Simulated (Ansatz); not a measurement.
Isolated molecules relaxed with PBE0-D4/def2-TZVP in Ansatz; ΔE leaves out vibrations. CCSD(T)/CBS adds triple-zeta CCSD(T) − MP2 to the extrapolated MP2 energy (def2 sets, frozen cores). This one scheme is used for every species. DFT in def2-TZVPP. Each species was taken in one conformer, which may not be the lowest.

`CO[SiH2][SiH2]Cl` + `S[SiH2]Cl` → `CO[SiH2]S[SiH2]Cl` + `[SiH3]Cl`  (cleavage of the Si–Si bond)

`CO[SiH2][SiH2]Cl`:

```xyz
12

C     0.871    0.929    1.963
O     0.735    0.536    0.615
Si   -0.575   -0.288    0.056
Si   -0.218   -0.649   -2.227
Cl   -1.864   -1.691   -2.919
H     0.874    0.062    2.633
H     0.061    1.603    2.266
H     1.820    1.455    2.072
H    -1.831    0.491    0.267
H    -0.736   -1.590    0.767
H    -0.123    0.615   -2.999
H     0.987   -1.473   -2.495
```

`S[SiH2]Cl`:

Cartesian coordinates in Å:
```
S -1.011 1.146 0.756
Si -0.005 -0.481 -0.158
Cl 1.836 -0.853 0.673
H -0.179 2.074 0.254
H 0.227 -0.227 -1.596
H -0.868 -1.659 0.070
```

`CO[SiH2]S[SiH2]Cl`:

```xyz
13

C     0.047    1.145   -1.519
O    -0.961    0.895   -0.563
Si   -1.512   -0.562   -0.082
S    -0.879   -1.071    1.906
Si    1.157   -0.511    1.780
Cl    2.125   -1.441    0.218
H     0.339    0.234   -2.052
H    -0.327    1.873   -2.242
H     0.931    1.557   -1.027
H    -1.048   -1.596   -1.041
H    -2.987   -0.528    0.022
H     1.318    0.942    1.557
H     1.796   -0.938    3.043
```

`[SiH3]Cl`:

Z-matrix (Å, degrees):
```
Si
Cl 1 2.054
H 1 1.481 2 108.5
H 1 1.481 2 108.5 3 -120.0
H 1 1.481 2 108.5 3 120.0
```

| level | ΔE (kJ/mol) |
| --- | --- |
| PBE-D4 | -69.7 |
| SCS-MP2/def2-TZVPP | -86.0 |

Task: What does CCSD(T)/CBS give? (An estimate is asked.)

Result: Computed: -81.1 kJ/mol. The listed levels differ from it by 11.4, -4.9 kJ/mol.

Largest T1 diagnostic among the species: 0.011.

The D4 term adds −12.3 kJ/mol with B3LYP and −7.0 kJ/mol with PBE0; it sums over pairs of atoms, weighted by their polarisabilities, and B3LYP, whose exchange is more repulsive, gets the larger term. In def2-TZVPP, CCSD(T) changes the Hartree–Fock value by −3.7 kJ/mol (the triples alone add −2.2 kJ/mol) and MP2 by −15.1 kJ/mol.

B3LYP here is the variant with VWN-RPA as its local correlation; programs differ in this.
